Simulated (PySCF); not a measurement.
Compound: C₅H₂FNS.
Bonds: C1–C2 (triple), C2–C3, C3–N4 (aromatic), N4–C5 (aromatic), C5–C6 (aromatic), C6–F7, C6–S8 (aromatic), C3–S8 (aromatic). Hydrogens: H9 on C1; H10 on C5.

NICS = −σ at a ghost point: NICS(0) at the centroid of the ring atoms, NICS(1) 1 Å to either side along the normal of their mean plane, zz for the tensor component along that normal. Level: GIAO PBE0/pcSseg-1 (PySCF, non-relativistic, gas phase) on the GFN2-xTB geometry, one conformer.

Ring bond lengths (Å), with Mayer bond orders in brackets: C3–N4 1.288 (1.67), N4–C5 1.345 (1.29), C5–C6 1.362 (1.49), C6–S8 1.729 (1.16), S8–C3 1.773 (1.08).

Give the NICS values of each ring in ppm.

| ring | type | NICS(0) | NICS(1), two faces | NICS(1)zz, two faces | rms pucker (Å) | centre to ring atoms, mean (Å) |
| --- | --- | --- | --- | --- | --- | --- |
| C3–N4–C5–C6–S8 | 5-membered ring with N and S; formal bonds all aromatic | -12.4 | -10.4 / -10.4 | -21.9 / -21.9 | 0.00 | 1.27 |

What can be read from them?

- C3–N4–C5–C6–S8: mean NICS(1)zz -21.9 ppm, shielded, aromatic by this magnetic criterion (flat ring, no four-coordinate atom).

What does the geometric index give? Use HOMA with the parameters of Krygowski (1993).

- C3–N4–C5–C6–S8: HOMA 0.70; the largest term is that of S8–C3, α(R − Ropt)² = 0.86.

What is the mean of the two in-plane components of NICS at the second NICS(1) probe listed for ring C3–N4–C5–C6–S8, 1 Å off the ring?

The isotropic value is a third of the trace: (3 × -10.4 − (-21.9))/2 = -4.7 ppm.

Give the inner angles of the rings and the Hirshfeld charges of the ring atoms.

- C3–N4–C5–C6–S8: C3 114.5° (+0.043 e), N4 112.9° (-0.155 e), C5 114.0° (-0.037 e), C6 112.1° (+0.058 e), S8 86.5° (+0.116 e); sum 540.0° against 540° for a flat convex ring.

How shielded are the nuclei of the rings and their hydrogens (means over atoms taken as equivalent)?

```tsv
atoms	environment	σ isotropic (ppm)	principal values of the symmetric part, first atom (ppm)
C3	substituted aromatic carbon	46.6	-24.5, 66.4, 97.8
N4	pyridine-type nitrogen	-105.7	-426.8, -109.2, 218.8
C5	aromatic CH next to a ring nitrogen	59.2	1.5, 58.5, 117.5
C6	aromatic C–F carbon	9.5	-44.5, 27.2, 45.8
S8	thiophene-type sulfur	223.4	-41.3, 280.7, 430.7
H10	aromatic hydrogen	24.28	21.2, 23.7, 27.9
```
